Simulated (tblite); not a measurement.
Species: C7H6ClS (doublet state).
Atom-mapped SMILES: `[CH2:1]=[C:2]([CH3:3])[c:4]1[c:5][cH:6][c:7]([Cl:8])[s:9]1` (hydrogens: H10, H11 on C1; H12, H13, H14 on C3; H15 on C6)
Bond orders are those of one Lewis drawing.

Computed with GFN2-xTB (tblite), gas phase: L-BFGS steps from a force-field or distance-geometry start until the largest atomic force falls under 0.01 eV/Å.

Step 1: E = -699.2200 eV
```
atom  x, y, z in Å  |  force x, y, z in eV/Å
C1     -1.6601   -1.0453    1.0390   -0.248  -0.762   0.731
C2     -1.1526   -0.1819    0.1836   -0.049   0.344  -0.420
C3     -2.0912    0.7009   -0.6359    0.236  -0.125   0.338
C4      0.2828   -0.0793    0.0577   -0.376  -0.278   0.285
C5      0.9786    0.7057   -0.7157    1.725   0.152  -0.238
C6      2.3960    0.6576   -0.7092   -0.685  -0.625   0.687
C7      2.8693   -0.2728    0.1857   -0.488   0.237  -0.210
Cl8     4.5453   -0.6284    0.5015   -0.882   0.106  -0.097
S9      1.5536   -1.1135    1.0321   -0.222   0.778  -0.756
H10    -0.9732   -1.6547    1.6226   -0.532   0.028   0.000
H11    -2.7314   -1.1384    1.1545    0.271  -0.208   0.181
H12    -3.1047    0.2561   -0.6263    0.673   0.149  -0.215
H13    -2.1846    1.6743   -0.1389    0.182  -0.119  -0.217
H14    -1.7240    0.8498   -1.6585   -0.177  -0.089   0.359
H15     2.9917    1.2780   -1.3141    0.573   0.410  -0.425
```

Step 2: E = -699.3024 eV
```
atom  x, y, z in Å  |  force x, y, z in eV/Å
C1     -1.6644   -1.0539    1.0472    0.163  -0.017  -0.011
C2     -1.1502   -0.1823    0.1823   -0.505  -0.115   0.090
C3     -2.0920    0.7022   -0.6328    0.538  -0.233   0.294
C4      0.2768   -0.0821    0.0607    0.385   0.178  -0.182
C5      0.9956    0.7059   -0.7171    0.653  -0.157   0.094
C6      2.3972    0.6523   -0.7031   -0.242   0.096  -0.031
C7      2.8618   -0.2719    0.1851   -0.198  -0.016   0.031
Cl8     4.5308   -0.6263    0.4996   -0.694   0.048  -0.043
S9      1.5504   -1.1002    1.0191   -0.429   0.497  -0.478
H10    -0.9811   -1.6543    1.6227   -0.307  -0.177   0.190
H11    -2.7261   -1.1417    1.1574   -0.063  -0.234   0.215
H12    -3.0924    0.2590   -0.6296    0.326   0.009  -0.170
H13    -2.1816    1.6711   -0.1430    0.155   0.072  -0.089
H14    -1.7269    0.8483   -1.6521   -0.103  -0.062   0.222
H15     2.9977    1.2818   -1.3181    0.320   0.111  -0.131
```

**Question.** Estimate the geometry and energy of step 3. (The exact step hangs on the optimiser's Hessian estimate; all steps are aligned on step 2, rigid shifts and turns removed.)

**Answer.** E = -699.3631 eV, largest force 0.750 eV/Å
```
atom  x, y, z in Å  |  force x, y, z in eV/Å
C1     -1.6641   -1.0588    1.0513   -0.029   0.033  -0.059
C2     -1.1583   -0.1881    0.1860    0.180   0.040  -0.012
C3     -2.0827    0.6997   -0.6251    0.441  -0.173   0.193
C4      0.2810   -0.0794    0.0581    0.100   0.109  -0.123
C5      1.0175    0.7013   -0.7147   -0.326   0.140  -0.154
C6      2.3986    0.6530   -0.7017    0.444   0.446  -0.408
C7      2.8520   -0.2730    0.1867   -0.065   0.050  -0.034
Cl8     4.5044   -0.6235    0.4970   -0.312  -0.068   0.063
S9      1.5386   -1.0787    0.9983   -0.565   0.019  -0.010
H10    -0.9936   -1.6580    1.6270   -0.074  -0.315   0.311
H11    -2.7231   -1.1494    1.1643   -0.166  -0.216   0.201
H12    -3.0753    0.2616   -0.6359    0.003  -0.105  -0.100
H13    -2.1758    1.6698   -0.1483    0.159   0.181   0.036
H14    -1.7314    0.8457   -1.6422    0.076  -0.047   0.019
H15     3.0077    1.2856   -1.3227    0.133  -0.094   0.076
```

The energy changes by -0.0607 eV. The first-order estimate −F·Δx gives -0.1002 eV and the mean of the old and new forces, exact on a quadratic surface, -0.0602 eV. The step makes an angle of 24° with the force vector and moves no atom by more than 0.032 Å.

The cost below is that of the whole relaxation. The run took 0.48 s of wall time on one thread of an Arm Neoverse V2, shared host.
